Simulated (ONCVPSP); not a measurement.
# Scattering properties, ONCV potential for As (Z = 33)

arsenic, optimised norm-conserving Vanderbilt (ONCV), made with ONCVPSP 4.0.1 (PBE, scalar-relativistic). Core [Ne], reference 3s2 3p6 3d10 4s2 4p1 (charge +2). Waves: 3s+4s: rc 0.85 bohr, ncon 5, nbas 9, qcut 12.5 1/bohr, 2 projectors; 3p+4p: rc 1.10 bohr, ncon 4, nbas 8, qcut 12.1 1/bohr, 2 projectors; 3d: rc 1.05 bohr, ncon 5, nbas 10, qcut 14.7 1/bohr, 2 projectors, debl 2.2 Ha; f scattering state at 0.05 Ha: rc 0.95 bohr, ncon 4, nbas 7, qcut 10.3 1/bohr, 2 projectors, debl 3.4 Ha. Local part: polynomial inside 0.55 bohr (lpopt 5, dvloc0 0 Ha). Core correction: Teter function fitted to the true core (icmod 2), fcfact 0.4.

In the d channel the program set the typed energies aside and used -2.276, 0.250 Ha.

The phase is arctan(r·R′/R) of the radial function R(r), unwrapped; energies in Ha, scanned from -9 to 5 Ha. A pole is an energy at which the radial function vanishes at the test radius. The pseudo phase is shifted by a multiple of π to meet the all-electron one at the reference energy, and phase errors are pseudo minus all-electron; the curves can meet again beyond the range given. Levels narrower than the energy grid can be missing from the lists of poles.

```tsv
channel	radius (bohr)	reference energy (Ha)	poles, all-electron	poles, pseudo	unbroken range about the reference energy with phases within 0.05 rad	phase error 1 Ha above the reference energy (rad)
s	0.86	-1.23	-5.00	-5.00	the whole range	+0.000
p	1.12	-0.83	-5.04	-5.04	the whole range	+0.000
d	1.07	-2.28	-1.25	-1.25	the whole range	-0.000
f	0.96	0.05	none	none	the whole range	+0.000
```

Phases in the f channel:

```tsv
E (Ha)	all-electron	pseudo
-8.96	1.296	1.296
-8.60	1.291	1.291
-8.24	1.285	1.285
-7.88	1.279	1.279
-7.52	1.273	1.273
-7.16	1.266	1.266
-6.80	1.259	1.259
-6.44	1.251	1.251
-6.08	1.243	1.243
-5.72	1.235	1.235
-5.36	1.225	1.225
-5.00	1.216	1.216
-4.64	1.205	1.205
-4.28	1.193	1.193
-3.92	1.181	1.181
-3.56	1.167	1.167
-3.20	1.153	1.153
-2.84	1.136	1.136
-2.48	1.119	1.119
-2.12	1.099	1.099
-1.76	1.077	1.077
-1.40	1.052	1.052
-1.04	1.025	1.025
-0.68	0.994	0.994
-0.32	0.958	0.958
0.04	0.917	0.917
0.40	0.870	0.870
0.76	0.815	0.815
1.12	0.751	0.751
1.48	0.675	0.675
1.84	0.585	0.585
2.20	0.479	0.479
2.56	0.354	0.354
2.92	0.211	0.211
3.28	0.052	0.052
3.64	-0.117	-0.117
4.00	-0.289	-0.289
4.36	-0.452	-0.452
4.72	-0.600	-0.600
```
